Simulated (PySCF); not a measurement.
Sb$_{2}$, charge -1, doublet, geometry from GFN2-xTB (a state made from the parent by changing its charge; the spin is typed, not shown lowest) (core potentials on Sb); CAMB3LYP/def2-TZVP (PySCF).

Input for PySCF:
```python
from pyscf import gto, scf, dft

mol = gto.M(
    atom='''
Sb   -0.00000000   -0.00000000   -1.26045579
Sb    0.00000000    0.00000000    1.26045579
''',
    basis='def2-tzvp',
    ecp={'Sb': 'def2-tzvp'},
    charge=-1,
    spin=1,
    verbose=4,
)

mf = dft.UKS(mol)
mf.xc = 'camb3lyp'
mf.grids.atom_grid = (99, 590)
mf.grids.prune = None
mf.kernel()
```

Output, abridged:

```
PySCF version 2.14.0

[INPUT] verbose = 4
[INPUT] num. atoms = 2
[INPUT] num. electrons = 47
[INPUT] charge = -1
[INPUT] spin (= nelec alpha-beta = 2S) = 1
[INPUT] symmetry False subgroup None
[INPUT] Mole.unit = angstrom
[INPUT] Symbol           X                Y                Z      unit          X                Y                Z       unit  Magmom
[INPUT]  1 Sb     0.000000000000   0.000000000000  -1.260455790000 AA    0.000000000000   0.000000000000  -2.381916235222 Bohr   0.0
[INPUT]  2 Sb     0.000000000000   0.000000000000   1.260455790000 AA    0.000000000000   0.000000000000   2.381916235222 Bohr   0.0

nuclear repulsion = 111.045046878114
number of shells = 32
number of NR pGTOs = 182
number of NR cGTOs = 100
basis = def2-tzvp
ecp = {'Sb': 'def2-tzvp'}

******** <class 'pyscf.dft.uks.UKS'> ********
method = UKS
initial guess = minao
damping factor = 0
level_shift factor = 0
DIIS = <class 'pyscf.scf.diis.CDIIS'>
diis_start_cycle = 1
diis_space = 8
diis_damp = 0
SCF conv_tol = 1e-09
SCF conv_tol_grad = None
SCF max_cycles = 50
direct_scf = True
direct_scf_tol = 1e-13
number electrons alpha = 24  beta = 23
XC library pyscf.dft.libxc version 7.1.2
    S. Lehtola, C. Steigemann, M. J. T. Oliveira, and M. A. L. Marques,  SoftwareX 7, 1–5 (2018)
XC functionals = camb3lyp
    T. Yanai, D. P. Tew, and N. C. Handy,  Chem. Phys. Lett. 393, 51 (2004)
radial grids:
    Treutler-Ahlrichs [JCP 102, 346 (1995); DOI:10.1063/1.469408] (M4) radial grids

becke partition: Becke, JCP 88, 2547 (1988); DOI:10.1063/1.454033
pruning grids: None
grids dens level: 3
symmetrized grids: False
atomic radii adjust function: <function treutler_atomic_radii_adjust>
User specified grid scheme (99, 590)
small_rho_cutoff = 0
Set gradient conv threshold to 3.16228e-05
tot grids = 116824
init E= -403.389002376032

cycle= 1 E= -478.435948475196  delta_E=  -75  |g|= 2.43  |ddm|=   15
cycle= 2 E= -478.443136727518  delta_E= -0.00719  |g|= 2.65  |ddm|= 6.56
cycle= 3 E= -480.531969965629  delta_E= -2.09  |g|= 0.186  |ddm|= 2.97
cycle= 4 E= -480.538896700838  delta_E= -0.00693  |g|= 0.141  |ddm|= 0.306
cycle= 5 E= -480.545162245905  delta_E= -0.00627  |g|= 0.0106  |ddm|= 0.091
cycle= 6 E= -480.545255282498  delta_E= -9.3e-05  |g|= 0.0018  |ddm|= 0.0228
cycle= 7 E= -480.545261151435  delta_E= -5.87e-06  |g|= 0.000378  |ddm|= 0.00764
cycle= 8 E= -480.545261478876  delta_E= -3.27e-07  |g|= 7.29e-05  |ddm|= 0.00182
cycle= 9 E= -480.545261493256  delta_E= -1.44e-08  |g|= 1.35e-05  |ddm|= 0.000423
cycle= 10 E= -480.545261493545  delta_E= -2.89e-10  |g|= 1.69e-06  |ddm|= 5.65e-05
Extra cycle  E= -480.54526149355  delta_E= -4.77e-12  |g|= 1.01e-06  |ddm|= 5.8e-06
converged SCF energy = -480.54526149355  <S^2> = 0.75696908  2S+1 = 2.006957
```
